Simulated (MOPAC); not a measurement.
MOPAC input (PM7):

```
PM7 1SCF UHF MS=0.5 GEO-OK AUX(PRECISION=9) THREADS=1
HO2S

O    -0.58891700 1   -0.84155200 1   -0.85374300 1
S     0.17772200 1   -0.17737300 1    0.19048800 1
O     0.28230700 1    1.27050200 1    0.30006400 1
H    -0.39067200 1   -0.59362500 1    1.38162700 1
```

Output:

```
 *******************************************************************************
 **                                                                           **
 **                              MOPAC v23.2.5                                **
 **                                                                           **
 *******************************************************************************
 ** MOPAC's Digital Object Identifier: https://doi.org/10.5281/zenodo.6511958 **
 **                                                                           **
 ** Please cite the open-source release paper for use of this MOPAC version:  **
 ** J. E. Moussa and J. J. P. Stewart (2026)                                  **
 ** MOPAC: An open-source semiempirical molecular orbital program             **
 ** J. Open Source Softw., 11(119), 8025, https://doi.org/10.21105/joss.08025 **
 *******************************************************************************

                              PM7 CALCULATION RESULTS

 *******************************************************************************
 *  PM7        - The PM7 Hamiltonian to be used
 *  GEO-OK     - OVERRIDE INTERATOMIC DISTANCE AND OTHER SAFETY CHECKS
 *  UHF        - UNRESTRICTED HARTREE-FOCK CALCULATION
 *  MS=        - IN MECI, MAGNETIC COMPONENT OF SPIN =  0.5
 *  1SCF       - DO 1 SCF AND THEN STOP
 *  AUX        - OUTPUT AUXILIARY INFORMATION
 *******************************************************************************
PM7 1SCF UHF MS=0.5 GEO-OK AUX(PRECISION=9) THREADS=1
 HO2S

   ATOM   CHEMICAL          X               Y               Z
  NUMBER   SYMBOL      (ANGSTROMS)     (ANGSTROMS)     (ANGSTROMS)

     1       O         -0.58891700  *  -0.84155200  *  -0.85374300  *
     2       S          0.17772200  *  -0.17737300  *   0.19048800  *
     3       O          0.28230700  *   1.27050200  *   0.30006400  *
     4       H         -0.39067200  *  -0.59362500  *   1.38162700  *

          CARTESIAN COORDINATES

    NO.       ATOM           X           Y           Z

     1         O         -0.5889     -0.8416     -0.8537
     2         S          0.1777     -0.1774      0.1905
     3         O          0.2823      1.2705      0.3001
     4         H         -0.3907     -0.5936      1.3816

 General Reference for PM7:
 "Optimization of Parameters for Semiempirical Methods VI: More Modifications to the
 NDDO Approximations and Re-optimization of Parameters", J. J. P. Stewart, J. Mol. Mod., 1:32, 19 (2013)
 https://link.springer.com/article/10.1007/s00894-012-1667-x

           Empirical Formula: H O2 S  =     4 atoms

      MOLECULAR POINT GROUP   :   Cs

          UHF CALCULATION, NO. OF ALPHA ELECTRONS =   10
                           NO. OF BETA  ELECTRONS =    9

 -------------------------------------------------------------------------------
 PM7 1SCF UHF MS=0.5 GEO-OK AUX(PRECISION=9) THREADS=1
 HO2S

     1SCF WAS SPECIFIED, SO BFGS WAS NOT USED
     SCF FIELD WAS ACHIEVED

                              PM7 CALCULATION
                                                       MOPAC v23.2.5 Linux

          FINAL HEAT OF FORMATION =        -53.35655 KCAL/MOL =    -223.24383 KJ/MOL

          COSMO AREA              =         76.53 SQUARE ANGSTROMS
          COSMO VOLUME            =         58.70 CUBIC ANGSTROMS

          IONIZATION POTENTIAL    =          9.305538 EV
          ALPHA SOMO LUMO (EV)    =         -9.306  1.045
          BETA  SOMO LUMO (EV)    =        -11.406 -1.003
          NO. OF ALPHA ELECTRONS  =         10
          NO. OF BETA  ELECTRONS  =          9
          MOLECULAR WEIGHT        =         65.0667         POINT GROUP:  Cs

          MOLECULAR DIMENSIONS (Angstroms)

            Atom       Atom       Distance
            O     3    O     1     2.55951
            H     4    O     1     1.86008
            O     3    S     2     0.42995

          SCF CALCULATIONS        =          1

   ATOM   CHEMICAL          X               Y               Z
  NUMBER   SYMBOL      (ANGSTROMS)     (ANGSTROMS)     (ANGSTROMS)

     1       O         -0.58891700  *  -0.84155200  *  -0.85374300  *
     2       S          0.17772200  *  -0.17737300  *   0.19048800  *
     3       O          0.28230700  *   1.27050200  *   0.30006400  *
     4       H         -0.39067200  *  -0.59362500  *   1.38162700  *

                             CARTESIAN COORDINATES

   1    O       -0.588917000    -0.841552000    -0.853743000
   2    S        0.177722000    -0.177373000     0.190488000
   3    O        0.282307000     1.270502000     0.300064000
   4    H       -0.390672000    -0.593625000     1.381627000

           Empirical Formula: H O2 S  =     4 atoms

      MOLECULAR POINT GROUP   :   Cs

          ALPHA EIGENVALUES
 -30.29679 -28.38321 -21.00127 -16.00339 -14.73230 -14.33400 -12.10319 -11.80357
 -11.76059  -9.30554   1.04550   1.77489   2.06382   3.38771   3.90391   3.95906
   4.94568   5.75657

           BETA EIGENVALUES
 -29.58646 -27.74362 -20.16480 -15.53601 -14.38510 -13.63753 -11.65254 -11.53664
 -11.40559  -1.00294   1.48456   2.31767   2.99748   3.97725   4.12091   4.46346
   5.36607   6.09116

              NET ATOMIC CHARGES AND DIPOLE CONTRIBUTIONS

  ATOM NO.   TYPE          CHARGE      No. of ELECS.   s-Pop       p-Pop       d-Pop
    1          O          -0.764591        6.7646     1.90101     4.86358
    2          S           1.511981        4.4880     1.49020     2.42294     0.57488
    3          O          -0.764590        6.7646     1.90101     4.86358
    4          H           0.017200        0.9828     0.98280
 DIPOLE           X         Y         Z       TOTAL
 POINT-CHG.     2.384    -2.913     3.531     5.161
 HYBRID        -0.841     0.470    -0.225     0.989
 SUM            1.544    -2.443     3.306     4.391

          ATOMIC ORBITAL ELECTRON POPULATIONS

     Atom    s        px        py        pz      x^2-y^2     xz        z^2       yz        xy
    1  O   1.90101   1.59774   1.65868   1.60715
    2  S   1.49020   0.89282   0.72576   0.80435   0.12991   0.06248   0.11134   0.14521   0.12594
    3  O   1.90101   1.71364   1.35205   1.79788
    4  H   0.98280

                    (SZ)    =    0.500000
                    (S**2)  =    0.759193

          ATOMIC ORBITAL SPIN POPULATIONS

    Atom   Total    s     px     py     pz   x^2-y^2  xz     z^2    yz     xy
         Atomic
    1  O  0.1551  0.003  0.179 -0.009 -0.017
    2  S  0.5412  0.163  0.258  0.021 -0.007  0.045 -0.001  0.011 -0.002  0.054
    3  O  0.1551  0.003  0.086  0.055  0.011
    4  H  0.1486  0.149

 **********************
 *                    *
 * JOB ENDED NORMALLY *
 *                    *
 **********************

 == MOPAC DONE ==
```

The geometry given is a B3LYP-D3(BJ)/def2-TZVP minimum.
